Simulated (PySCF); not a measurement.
Vertical excitations of a molecule CH3ClF2Si from TDA-PBE/def2-SVPD in PySCF, as energy in eV (oscillator strength): 7.79 (0.072), 7.84 (0.026), 8.46 (0.076), 8.65 (0.001), 8.77 (0.044), 8.83 (0.011), 8.87 (0.005), 9.02 (0.003), 9.20 (0.063), 9.42 (0.002). Lowest triplet (TDA): 7.52 eV. Geometry: PBE0-D3(BJ)/def2-SVP. Other conformers were not sampled.

**Question.** Pick the molecule that these values belong to.
(A) C[Si](F)(F)Cl
(B) FC(F)[SiH2]Cl
(C) FC[Si@@H](F)Cl

**Answer.** A, C[Si](F)(F)Cl
